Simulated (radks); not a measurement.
Problem. All-electron atom: Yb+ in [Xe] 4f14 6s1 (the NIST ground configuration). Calculated with a radial shooting solver on a logarithmic mesh with Libxc functionals: Dirac Kohn-Sham, PBE, spin-unpolarised, spherical densities, point nucleus. Some entries of the table are withheld. Estimate them.

orbital  occ.  eigenvalue (eV)  <r> (bohr)  r(max) (bohr)
1s1/2       2        -61175.47     0.01966        0.01236
2s1/2       2        -10363.76     0.08274        0.07075
2p1/2       2        -9884.310         (1)        0.05296
2p3/2       4        -8837.184         (2)        0.05938
3s1/2       2        -2341.049      0.2162         0.1996
3p1/2       2        -2129.743      0.2061         0.1874
3p3/2       4        -1907.480      0.2201         0.2008
3d3/2       4        -1548.382      0.1935         0.1581
3d5/2       6        -1499.828      0.1978         0.1618
4s1/2       2        -465.9409      0.4878         0.4555
4p1/2       2        -380.4776         (3)         0.4569
4p3/2       4        -330.1781         (4)         0.4853
4d3/2       4        -189.7761      0.5535         0.4860
4d5/2       6        -180.6215      0.5650         0.4952
5s1/2       2         -61.6169       1.209          1.072
5p1/2       2              (5)       1.367          1.170
5p3/2       4              (6)       1.484          1.262
4f5/2       6         -10.4720      0.7742         0.4806
6s1/2       1          -9.2755       3.545          3.066
4f7/2       8          -9.1546      0.7973         0.4861
5d3/2       0              (7)       2.750          1.916
5d5/2       0              (8)       2.857          1.994
6p1/2       0          -5.8585       4.479            (9)
6p3/2       0          -5.4028       4.772           (10)

Solution. 
(1) 2p1/2 <r> (bohr): 0.06872
(2) 2p3/2 <r> (bohr): 0.07622
(3) 4p1/2 <r> (bohr): 0.4956
(4) 4p3/2 <r> (bohr): 0.5280
(5) 5p1/2 eigenvalue (eV): -38.5807
(6) 5p3/2 eigenvalue (eV): -32.4866
(7) 5d3/2 eigenvalue (eV): -6.6405
(8) 5d5/2 eigenvalue (eV): -6.3518
(9) 6p1/2 r(max) (bohr): 3.853
(10) 6p3/2 r(max) (bohr): 4.134
